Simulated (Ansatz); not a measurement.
TaGe₁₂ (the lowest doublet isomer of a short search). Total charge 0; doublet. Geometry PBE-D4/def2-SVP, basis def2-TZVP, Ansatz.

```xyz
13

Ta   -0.3467   -0.1761    0.4177
Ge    0.5940   -0.0541   -2.0864
Ge    1.3439    1.8039   -0.1103
Ge    1.1007    2.5177   -3.0251
Ge    1.7170    0.4607   -4.1829
Ge   -2.1444   -1.0881    2.1882
Ge   -1.1432    1.8754   -1.0683
Ge   -0.9866   -2.0034    4.2782
Ge    0.0054    0.2386    2.9847
Ge   -1.5447   -2.9290    0.5057
Ge    0.4130    3.9706   -1.1456
Ge    0.5431   -2.3654   -0.8983
Ge    0.4484   -2.2508    2.1425
```

```json
{"run": "A", "HOMO (eV)": "-4.88", "LUMO (eV)": "-4.66"}
{"run": "B", "HOMO (eV)": "-5.03", "LUMO (eV)": "-4.40"}
{"run": "C", "HOMO (eV)": "-5.42", "LUMO (eV)": "-3.91"}
{"run": "D", "HOMO (eV)": "-4.72", "LUMO (eV)": "-4.39"}
```

In the def2 sets Ta takes a core potential; there is no spin–orbit coupling. Single mean-field runs in def2-TZVP are fitted with def2-universal-jkfit. The structure comes from a short search, and lower isomers may exist.

HOMO and LUMO are taken over both spins.

**Question.** The runs used LDA (SPW92), PBE, PBE0, r2SCAN. Estimate which is which.

**Answer.** A LDA (SPW92) (0 % exact exchange); B r2SCAN (0 % exact exchange); C PBE0 (25 % exact exchange); D PBE (0 % exact exchange). Exact exchange lowers occupied and raises empty levels; among semilocal functionals meta-GGAs tend to open the gap a little, and such runs are hard to tell apart. The gap grows from 0.21 eV (LDA (SPW92)) to 1.51 eV (PBE0).
